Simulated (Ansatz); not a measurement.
Breaking a bond: SMILES F[SiH3] (H₃FSi). The Si1–F5 bond (Si1 also carries H, H, H; F5 carries nothing else) is stretched with both fragments frozen at the PBE0/def2-TZVP optimised geometry.

Computed with CCSD(T) on UHF/cc-pVTZ, frozen core (Ansatz, an electronic-structure program).

Task: Relative to R = 1.60 Å, what are the energies at R = 1.28, 2.44, 2.67, 5.58 Å?

Result: 3.606 eV at 1.28 Å, 3.520 eV at 2.44 Å, 4.512 eV at 2.67 Å, 6.380 eV at 5.58 Å.

The unrestricted determinant behind UCCSD(T) is spin-contaminated at 2.44 to 5.58 Å (<S²> up to 1.0, against 0.00 for a pure singlet).
